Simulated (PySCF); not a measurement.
Mo(NMe)(S)(F)2 (CH3F2MoNS), SMILES [N](=[Mo]([F])(=[S])[F])C, multiplicity 1. Geometry: B3LYP-D3(BJ)/def2-SVP. The multiplicity is an assumed one; no other spin state was optimised. The structure was generated by enumeration; whether it is a known compound was not checked. The def2 effective core potentials stand for the cores of Mo; spin–orbit coupling is left out.

The numbers are results of B3LYP-D3(BJ)/def2-SVP (PySCF 2.14.0), not measurements.

Harmonic wavenumbers (cm⁻¹): 98, 112, 122, 170, 188, 211, 346, 363, 566, 667, 695, 713, 1080, 1091, 1340, 1417, 1434, 1441, 2989, 3078, 3098. Rotational constants (GHz): 1.994, 1.704, 1.415; symmetry number 1.

Q: Work out the zero-point energy and the ideal-gas rigid-rotor harmonic-oscillator thermochemistry at 298.15 K and 1 atm.

A: ZPE = ½ Σ hcν = ½ × 21218 cm⁻¹ = 30.33 kcal/mol. H − E(el) = 35.96 kcal/mol. Entropy in cal/(mol K): translation 41.71, rotation 28.59, vibration 20.46, total 90.77. G − E(el) = 8.90 kcal/mol. Cp = 27.11 cal/(mol K). Modes under 150 cm⁻¹ make the vibrational entropy uncertain.
